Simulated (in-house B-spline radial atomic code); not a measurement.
Whole-atom quantities along the 60-electron series, configuration 1s2 2s2 2p6 3s2 3p6 3d10 4s2 4p6 4d10 4f5/2(6) 5s2 5p6. Breit and QED terms are first order and not part of the total energy; the density at the nucleus is averaged over the nuclear charge. Computed with a radial B-spline atomic code at the basis-set limit: Dirac-Hartree-Fock, jj configuration that fills j = l - 1/2 first, finite nuclei.

| ion | Z | E/Z² (Eh) | Σ<r²> (bohr²) | n(0)/Z³ (bohr⁻³) | Lamb diamagnetic shielding (ppm) | repulsion over attraction | Breit energy (eV) | self-energy (eV) | vacuum polarisation (eV) |
| --- | --- | --- | --- | --- | --- | --- | --- | --- | --- |
| Sm2+ | 62 | -2.713 | 40.264 | 2.1036 | 7309.98 | 0.14874 | 249.53 | 196.7 | -29.88 |
| Eu3+ | 63 | -2.7325 | 35.607 | 2.1741 | 7481.41 | 0.1475 | 263.68 | 208.57 | -32.138 |
| Gd4+ | 64 | -2.7519 | 31.994 | 2.2462 | 7653.52 | 0.14617 | 278.42 | 221.01 | -34.541 |
